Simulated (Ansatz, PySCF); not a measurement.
Process, species as SMILES: [SbH2] (SbH2) → [SbH] (SbH) (triplet) + H atom (the H-Sb bond at the site shown breaks; other sites are not compared here)
Structures are relaxed separately at B3LYP-D3(BJ)/def2-TZVP in Ansatz (a program for electronic structure).

Property: bond dissociation energy (enthalpy at 298 K, with B3LYP-D3(BJ) rigid-rotor harmonic-oscillator terms from PySCF), in kJ/mol. Correlated levels leave the core frozen unless marked. Open shells are spin-unrestricted. No spin-orbit coupling. Frozen are the shells of the preceding noble gas and the d and f shells that filled before the atom's block. In def2 rows, elements after Kr have scalar-relativistic effective core potentials. CBS marks a two-point X^-3 extrapolation of the correlation energy; Hartree-Fock from the larger set. The bracket is a focal-point correction in the basis named.

| level | program | bond dissociation energy (kJ/mol) | minus last row |
|---|---|---|---|
| HF/def2-TZVPPD | Ansatz | 164.9 | -94.9 |
| PBE-D3(BJ)/def2-TZVPD | Ansatz + dftd3 | 260.1 | 0.3 |
| BLYP-D3(BJ)/def2-TZVPD | Ansatz + dftd3 | 268.6 | 8.8 |
| BLYP/def2-TZVPD | Ansatz | 265.4 | 5.6 |
| r2SCAN/def2-TZVPD | Ansatz | 257.9 | -1.9 |
| B3LYP-D3(BJ)/def2-TZVPD | Ansatz + dftd3 | 268.9 | 9.1 |
| B3LYP/def2-TZVPD | Ansatz | 266.2 | 6.4 |
| PBE0/def2-TZVP | Ansatz | 253.9 | -5.9 |
| wB97M-V/def2-TZVPD | Ansatz | 261.9 | 2.1 |
| wB97X/def2-TZVPD | Ansatz | 274.1 | 14.3 |
| B2PLYP-D3(BJ)/def2-TZVPD | Ansatz + dftd3 | 257.2 | -2.6 |
| B2PLYP-D4/def2-TZVPD | Ansatz + dftd4 | 256.8 | -3.0 |
| MP2/def2-QZVPP | Ansatz | 242.3 | -17.5 |
| MP2/CBS(def2-TZVPP,def2-QZVPP) | Ansatz | 245.8 | -14.0 |
| MP2/CBS(def2-TZVPPD,def2-QZVPPD) | Ansatz | 245.6 | -14.2 |
| RI-MP2/def2-TZVPPD | Ansatz | 237.3 | -22.5 |
| SCS-MP2/def2-TZVPPD | Ansatz | 249.9 | -9.9 |
| CCSD/def2-SVP | Ansatz | 229.7 | -30.1 |
| CCSD(T)/def2-SVPD | Ansatz | 237.1 | -22.7 |
| RI-MP2/CBS(def2-TZVPPD,def2-QZVPPD)+[CCSD(T)-MP2]/def2-TZVPPD | Ansatz | 260.8 | 1.0 |
| CCSD(T)/CBS(def2-TZVPPD,def2-QZVPPD) | Ansatz | 259.8 | 0.0 |
